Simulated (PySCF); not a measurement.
PySCF input (B3PW91/6-31G* (5d)):

```python
from pyscf import gto, dft

mol = gto.M(
    atom='''
    C    -1.60290724   -0.85383308   -0.39475235
    C    -0.49790432    0.02053633    0.19955438
    C    -0.51059676    1.43062084   -0.42244917
    C     0.82548031   -0.64202517    0.04840273
    O     1.85358337   -0.04552093    0.73675744
    H    -2.57832842   -0.38040495   -0.27186482
    H    -1.63475624   -1.83359224    0.08399967
    H    -1.44220677   -1.00618714   -1.46556411
    H    -0.68394777    0.13624891    1.27452571
    H    -0.36855768    1.37354274   -1.50469282
    H     0.28773657    2.04449637   -0.00550230
    H    -1.46418607    1.92879510   -0.23152550
    H     1.08620041   -1.15186339   -0.87602853
    H     2.68494703   -0.47866128    0.51805944
    ''',
    basis='6-31g*',
    charge=0,
    spin=1,
    verbose=4,
)

mf = dft.UKS(mol, xc='b3pw91')
mf.grids.level = 3
mf.conv_tol = 1e-9
mf.max_cycle = 100
mf.max_memory = 1500
mf.kernel()
if not mf.converged:
    mf = mf.newton()
    mf.kernel(mf.make_rdm1())
mo, _, stable, _ = mf.stability(return_status=True)
if not stable:
    mf.kernel(mf.make_rdm1(mo, mf.mo_occ))
    stable = mf.stability(return_status=True)[2]
mf.dip_moment()
```

Output:

```
PySCF version 2.14.0

[INPUT] verbose = 4
[INPUT] num. atoms = 14
[INPUT] num. electrons = 41
[INPUT] charge = 0
[INPUT] spin (= nelec alpha-beta = 2S) = 1
[INPUT] symmetry False subgroup None
[INPUT] Mole.unit = angstrom
[INPUT] Symbol           X                Y                Z      unit          X                Y                Z       unit  Magmom
[INPUT]  1 C     -1.602907240000  -0.853833080000  -0.394752350000 AA   -3.029055686682  -1.613510677294  -0.745973828528 Bohr   0.0
[INPUT]  2 C     -0.497904320000   0.020536330000   0.199554380000 AA   -0.940902801038   0.038808039304   0.377103125157 Bohr   0.0
[INPUT]  3 C     -0.510596760000   1.430620840000  -0.422449170000 AA   -0.964888036490   2.703481575695  -0.798313232850 Bohr   0.0
[INPUT]  4 C      0.825480310000  -0.642025170000   0.048402730000 AA    1.559931707121  -1.213251736377   0.091467903381 Bohr   0.0
[INPUT]  5 O      1.853583370000  -0.045520930000   0.736757440000 AA    3.502764918348  -0.086022090635   1.392269781836 Bohr   0.0
[INPUT]  6 H     -2.578328420000  -0.380404950000  -0.271864820000 AA   -4.872334572983  -0.718861171929  -0.513750052704 Bohr   0.0
[INPUT]  7 H     -1.634756240000  -1.833592240000   0.083999670000 AA   -3.089241574024  -3.464987157728   0.158736370854 Bohr   0.0
[INPUT]  8 H     -1.442206770000  -1.006187140000  -1.465564110000 AA   -2.725375810294  -1.901418124659  -2.769514785892 Bohr   0.0
[INPUT]  9 H     -0.683947770000   0.136248910000   1.274525710000 AA   -1.292473968807   0.257473124671   2.408504530617 Bohr   0.0
[INPUT] 10 H     -0.368557680000   1.373542740000  -1.504692820000 AA   -0.696473076305   2.595619598985  -2.843457331399 Bohr   0.0
[INPUT] 11 H      0.287736570000   2.044496370000  -0.005502300000 AA    0.543743313322   3.863538201967  -0.010397840055 Bohr   0.0
[INPUT] 12 H     -1.464186070000   1.928795100000  -0.231525500000 AA   -2.766910667703   3.644894489403  -0.437519785853 Bohr   0.0
[INPUT] 13 H      1.086200410000  -1.151863390000  -0.876028530000 AA    2.052621291290  -2.176706340013  -1.655453999005 Bohr   0.0
[INPUT] 14 H      2.684947030000  -0.478661280000   0.518059440000 AA    5.073814545664  -0.904538725634   0.978990457846 Bohr   0.0

nuclear repulsion = 183.385930414774
number of shells = 48
number of NR pGTOs = 171
number of NR cGTOs = 88
basis = 6-31g*
ecp = {}

******** <class 'pyscf.dft.uks.UKS'> ********
method = UKS
initial guess = minao
damping factor = 0
level_shift factor = 0
DIIS = <class 'pyscf.scf.diis.CDIIS'>
diis_start_cycle = 1
diis_space = 8
diis_damp = 0
SCF conv_tol = 1e-09
SCF conv_tol_grad = None
SCF max_cycles = 100
direct_scf = True
direct_scf_tol = 1e-13
number electrons alpha = 21  beta = 20
XC library pyscf.dft.libxc version 7.1.2
    S. Lehtola, C. Steigemann, M. J. T. Oliveira, and M. A. L. Marques,  SoftwareX 7, 1–5 (2018)
XC functionals = b3pw91
    A. D. Becke,  J. Chem. Phys. 98, 5648 (1993)
radial grids:
    Treutler-Ahlrichs [JCP 102, 346 (1995); DOI:10.1063/1.469408] (M4) radial grids

becke partition: Becke, JCP 88, 2547 (1988); DOI:10.1063/1.454033
pruning grids: <function nwchem_prune>
grids dens level: 3
symmetrized grids: False
atomic radii adjust function: <function treutler_atomic_radii_adjust>
small_rho_cutoff = 0
Set gradient conv threshold to 3.16228e-05
tot grids = 158832
init E= -233.197519903833
  alpha nocc = 21  HOMO = -0.156395538669574  LUMO = 0.031427226022664
  beta  nocc = 20  HOMO = -0.374240472119089  LUMO = -0.156395538669572

WARN: HOMO -0.156395538669574 >= LUMO -0.156395538669572

cycle= 1 E= -232.824951939426  delta_E= 0.373  |g|= 0.453  |ddm|= 2.28
  alpha nocc = 21  HOMO = -0.0840543140252712  LUMO = 0.114553903070641
  beta  nocc = 20  HOMO = -0.20855276809991  LUMO = 0.0403654577812107
  HOMO = -0.0840543140253  LUMO = 0.0403654577812  gap/eV = 3.38563
cycle= 2 E= -232.754413138293  delta_E= 0.0705  |g|= 0.628  |ddm|= 0.909
  alpha nocc = 21  HOMO = -0.143977997960105  LUMO = 0.0786123853540173
  beta  nocc = 20  HOMO = -0.309689046949586  LUMO = -0.00158387778145963
  HOMO = -0.14397799796  LUMO = -0.00158387778146  gap/eV = 3.87474
cycle= 3 E= -232.912207346301  delta_E= -0.158  |g|= 0.0797  |ddm|= 0.55
  alpha nocc = 21  HOMO = -0.156784262757139  LUMO = 0.0839117684029067
  beta  nocc = 20  HOMO = -0.317595338507407  LUMO = -0.010200076582104
  HOMO = -0.156784262757  LUMO = -0.0102000765821  gap/eV = 3.98876
cycle= 4 E= -232.914796873476  delta_E= -0.00259  |g|= 0.0218  |ddm|= 0.086
  alpha nocc = 21  HOMO = -0.156047832959319  LUMO = 0.0856018460383212
  beta  nocc = 20  HOMO = -0.315513163666749  LUMO = -0.00548473093658641
  HOMO = -0.156047832959  LUMO = -0.00548473093659  gap/eV = 4.09703
cycle= 5 E= -232.915052774082  delta_E= -0.000256  |g|= 0.00555  |ddm|= 0.0269
  alpha nocc = 21  HOMO = -0.155924727780256  LUMO = 0.0856128989413394
  beta  nocc = 20  HOMO = -0.315494957371799  LUMO = -0.00418663698998589
  HOMO = -0.15592472778  LUMO = -0.00418663698999  gap/eV = 4.12900
cycle= 6 E= -232.915069196848  delta_E= -1.64e-05  |g|= 0.00239  |ddm|= 0.0073
  alpha nocc = 21  HOMO = -0.156483172075309  LUMO = 0.0854341498438145
  beta  nocc = 20  HOMO = -0.315643383265092  LUMO = -0.004316908836274
  HOMO = -0.156483172075  LUMO = -0.00431690883627  gap/eV = 4.14065
cycle= 7 E= -232.915072561471  delta_E= -3.36e-06  |g|= 0.000644  |ddm|= 0.00329
  alpha nocc = 21  HOMO = -0.156483552584974  LUMO = 0.0855027413388756
  beta  nocc = 20  HOMO = -0.315609223707685  LUMO = -0.00415462122680221
  HOMO = -0.156483552585  LUMO = -0.0041546212268  gap/eV = 4.14508
cycle= 8 E= -232.915072925065  delta_E= -3.64e-07  |g|= 0.000166  |ddm|= 0.00135
  alpha nocc = 21  HOMO = -0.156476404881408  LUMO = 0.0855169373983902
  beta  nocc = 20  HOMO = -0.315597833585447  LUMO = -0.00414140558781906
  HOMO = -0.156476404881  LUMO = -0.00414140558782  gap/eV = 4.14525
cycle= 9 E= -232.9150729451  delta_E= -2e-08  |g|= 6.4e-05  |ddm|= 0.000308
  alpha nocc = 21  HOMO = -0.156484710881709  LUMO = 0.0855166602046431
  beta  nocc = 20  HOMO = -0.315606057137198  LUMO = -0.00415220839298724
  HOMO = -0.156484710882  LUMO = -0.00415220839299  gap/eV = 4.14518
cycle= 10 E= -232.915072947442  delta_E= -2.34e-09  |g|= 3.2e-05  |ddm|= 9.87e-05
  alpha nocc = 21  HOMO = -0.156479073505848  LUMO = 0.0855173696983282
  beta  nocc = 20  HOMO = -0.315602728997024  LUMO = -0.00414759109633511
  HOMO = -0.156479073506  LUMO = -0.00414759109634  gap/eV = 4.14515
cycle= 11 E= -232.915072948004  delta_E= -5.62e-10  |g|= 9.26e-06  |ddm|= 3.9e-05
  alpha nocc = 21  HOMO = -0.156481094178805  LUMO = 0.08551656768261
  beta  nocc = 20  HOMO = -0.315605673001325  LUMO = -0.00415006739384571
  HOMO = -0.156481094179  LUMO = -0.00415006739385  gap/eV = 4.14514
Extra cycle  E= -232.915072948014  delta_E= -1.02e-11  |g|= 1.02e-05  |ddm|= 2.22e-05
converged SCF energy = -232.915072948014  <S^2> = 0.75334976  2S+1 = 2.003347
uhf_internal: lowest eigs of H = [0.35915022 0.45576641 0.47709251]
<class 'pyscf.dft.uks.UKS'> wavefunction is stable in the internal stability analysis
Dipole moment(X, Y, Z, Debye):  0.83787, -0.69073, -0.84042
```

The geometry given is a B3LYP-D3(BJ)/def2-TZVP minimum.
